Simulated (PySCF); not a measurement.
## Ag: ionisation energy

Ag [Kr] 4d10 5s1 (2S) → Ag⁺ [Kr] 4d10 (1S), as a difference of total energies. Computed with PySCF 2.14 in x2c-TZVPall (8s6p6d1f, 63 functions), with scalar relativity by spin-free X2C-1e. Correlated levels: valence: [Kr] frozen. The calculations carry no spin-orbit coupling.

Problem. Order these methods by the ionisation energy they give, lowest first.
A. PBE0
B. UHF
C. MP2 (valence)
D. SCS-MP2 (valence)

Solution. B (6.354 eV), D (6.959 eV), C (7.079 eV), A (7.629 eV).

Errors of the correlated levels include the incompleteness of this basis and the frozen core.

For comparison: 7.576 eV (measured; NIST Atomic Spectra Database, ionization energies).
